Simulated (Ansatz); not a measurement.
Breaking a bond: BeF₂, SMILES [Be]([F])[F], singlet. The Be1–F3 bond (Be1 also carries F; F3 carries nothing else) is pulled apart rigidly from the PBE0/def2-TZVP optimised geometry.

Computed with: RKS-PBE = restricted PBE/cc-pVTZ in Ansatz (a program for electronic structure); RKS-B3LYP = restricted B3LYP/cc-pVTZ in Ansatz; UKS-B3LYP = Ansatz with unrestricted B3LYP/cc-pVTZ; UKS-PBE = unrestricted PBE/cc-pVTZ in Ansatz; UCCSD(T) = CCSD(T) on UHF/cc-pVTZ, frozen core run with Ansatz.

Cost and agreement with UCCSD(T) over the 22 points of the scan, with UCCSD(T) as yardstick. Costs are rough ratios of core time within Ansatz on shared cores, each with its mean field (Kohn-Sham runs search longer for lower solutions than correlated ones do); the miss is the largest difference from UCCSD(T) of the curve after the mean shift, in kcal/mol.

Q: Which is the cheapest of these levels that stays within 12 kcal/mol of UCCSD(T)?

A: RKS-PBE.

```tsv
level	relative cost	largest difference
RKS-PBE	1	12.0
RKS-B3LYP	1	21.5
UKS-B3LYP	4	8.8
UKS-PBE	5	12.1
```

Costs within a factor of two of each other count as equal.

The restricted form behind RKS-PBE, RKS-B3LYP keeps the bonding electrons paired and can't separate into open-shell fragments. The unrestricted determinant behind UKS-B3LYP is spin-contaminated at 2.75 to 4.81 Å (<S²> up to 0.8, against 0.00 for a pure singlet). The unrestricted determinant behind UKS-PBE is spin-contaminated at 3.00 to 4.81 Å (<S²> up to 0.7, against 0.00 for a pure singlet). The unrestricted determinant behind UCCSD(T) is spin-contaminated at 2.51 to 4.81 Å (<S²> up to 1.0, against 0.00 for a pure singlet).
